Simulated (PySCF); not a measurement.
## Where the electron goes

C₄H₆F₄Si.
Atom-mapped SMILES: `[F:1][CH2:2][C:3]([F:4])([F:5])[Si@@H:6]1[CH2:7][C@H:8]1[F:9]` (hydrogens: H10, H11 on C2; H12 on Si6; H13, H14 on C7; H15 on C8)

Theory: PySCF, TDDFT wB97X-D/def2-SVPD, vertical, gas phase, core orbitals frozen in the response. Isolated species at its GFN2-xTB geometry (one conformer only). Torsions of this conformer, `[F:1][CH2:2][C:3]([F:4])([F:5])[Si@@H:6]1[CH2:7][C@H:8]1[F:9]`: F1–C2–C3–F4 110°, C2–C3–Si6–C7 -88°.

Kohn–Sham orbitals with the atoms that hold most of them (Löwdin shares over 4%, at most four atoms; ? is withheld):

```csv
orbital,ε (eV),atoms
LUMO+2,2.27,"Si6 26%, C2 17%, F1 9%, F4 8%"
LUMO+1,2.05,"Si6 21%, C8 21%, H12 14%, C7 11%"
LUMO,?,"Si6 26%, C7 10%, H12 9%, C3 9%"
HOMO,-9.13,?
HOMO-1,-10.30,?
HOMO-2,-11.31,"Si6 16%, C3 16%, F5 14%, F4 10%"
HOMO-3,-12.62,"F1 42%, C2 23%, H11 12%, H10 10%"
```

Give the leading atoms of the HOMO.

C8 (bonded to C, F, Si and H) 28%; Si6 (bonded to 3 C and H) 26%; C7 (bonded to C, Si and 2 H) 17%; F9 (bonded to C) 13%. By element: carbon 45% or more, silicon 26%, fluorine 13% or more.

Give the leading atoms of the HOMO-1.

C7 (bonded to C, Si and 2 H) 31%; C8 (bonded to C, F, Si and H) 16%; F9 (bonded to C) 13%; Si6 (bonded to 3 C and H) 12%. By element: carbon 46% or more, fluorine 13% or more, silicon 12%.

What is the LUMO energy, and the HOMO–LUMO gap?

ε(LUMO) = 1.54 eV; the gap is 10.66 eV (0.3919 hartree).

How does S1 compare with the orbital gap of 10.66 eV?

S1 is at 6.15 eV (f = 0.016), 4.52 eV below the gap, made of HOMO→LUMO+1 (65%), HOMO→LUMO (25%). Its leading pair isn't HOMO and LUMO; the energies of that pair differ by 11.18 eV. Without the coupling terms of the response equations the lowest excitation would equal the gap.

One configuration dominates each of S4 and S8. Which, and how do the shares of the two leading atoms of either orbital change from the occupied to the empty one?

- S4 (7.27 eV, f 0.023), HOMO-1→LUMO (82%): C7 31% → 10%, C8 16% → at most 10%, Si6 12% → 26%
- S8 (8.13 eV, f 0.0092), HOMO-2→LUMO (82%): Si6 16% → 26%, C3 16% → 9%, C7 at most 11% → 10%

Löwdin shares depend on the basis, the more so with diffuse functions.
